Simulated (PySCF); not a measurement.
Labels have come off several samples. The candidates:

A. `Cc1cpcc(C2CC2)c1`
B. `InChI=1S/C5H5F2O2P/c1-9-4-2-3(6)5(7)10(4)8/h2,10H,1H3`
C. SMILES Cc1ccc(C2CC2)pc1
D. `C=Cc1c(C)ccpc1C`

Spectrum 1. 1H NMR (500 MHz, computed): δ 8.93 (m, 1H), 7.91 (m, 1H), 7.42 (m, 1H), 2.56 (s, 3H), 1.90 (m, 1H), 1.39 (m, 2H), 0.97 (m, 2H). 13C{1H} NMR (computed): δ 188.1 (C), 164.2 (CH), 144.8 (C), 138.0 (CH), 135.1 (CH), 26.7 (CH3), 25.1 (CH), 22.9 (CH2).

Spectrum 2. 1H NMR (500 MHz, computed): δ 8.96 (m, 1H), 7.98 (m, 1H), 7.27 (m, 1H), 5.81 (m, 1H), 5.35 (m, 1H), 2.74 (m, 3H), 2.49 (s, 3H). 13C{1H} NMR (computed): δ 176.1 (C), 165.1 (CH), 151.8 (C), 148.9 (CH), 142.9 (C), 138.1 (CH), 126.9 (CH2), 28.6 (CH3), 28.0 (CH3).

Spectrum 3. 1H NMR (500 MHz, computed): δ 7.83 (m, 1H), 5.64 (m, 1H), 4.22 (s, 3H). 13C{1H} NMR (computed): δ 160.7 (C), 159.2 (C), 141.0 (C), 108.4 (CH), 62.7 (CH3).

Spectrum 4. 1H NMR (500 MHz, computed): δ 8.76 (m, 1H), 8.03 (m, 1H), 7.54 (m, 1H), 2.63 (s, 3H), 1.71 (m, 1H), 1.08 (m, 2H), 0.80 (m, 2H). 13C{1H} NMR (computed): δ 160.1 (CH), 156.1 (C), 150.6 (CH), 148.0 (C), 136.8 (CH), 27.7 (CH3), 20.8 (CH), 15.1 (CH2).

- structure optimised with GFN2-xTB
- σ from GIAO-PBE0/pcSseg-1
- run in PySCF 2.14.0 with density-fitted response routines
- fast rotation and ring inversion assumed for equivalent nuclei, gas phase, non-relativistic, a single conformation

δ = σ(ref) − σ, references computed at the same level: 1H (σref 31.72), 13C (σref 186.93) against TMS. Splittings of carbon signals by F and P are missing where no couplings were computed. Where no couplings were computed, multiplicities follow the n + 1 count of equivalent neighbours, and m marks all less simple cases (inequivalent or close neighbours, rings, F or P nearby). Shifts are as computed. Against solution values, carbons near 30 ppm lie about +3 ppm off and those near 130 ppm about +5 ppm. Of 1211 compounds with measured shifts, 218 miss one by over three times the rms of a fit or turn the order of signals round; such compounds aren't used in these exercises.

Question: Which spectrum belongs to which compound?

Answer: 1–C, 2–D, 3–B, 4–A.

- Spectrum 1 (C): 8 13C signals; δC 138.0 is an aromatic CH; δC 135.1 is an aromatic CH.
- Spectrum 2 (D): 9 13C signals; δC 148.9 is an alkene CH; δC 138.1 is an aromatic CH.
- Spectrum 3 (B): 5 13C signals; δC 160.7 is an alkene carbon bearing oxygen; δC 159.2 is a fully substituted alkene carbon.
- Spectrum 4 (A): 8 13C signals; δC 136.8 is an aromatic CH; δC 27.7 is a methyl carbon on an aromatic ring.
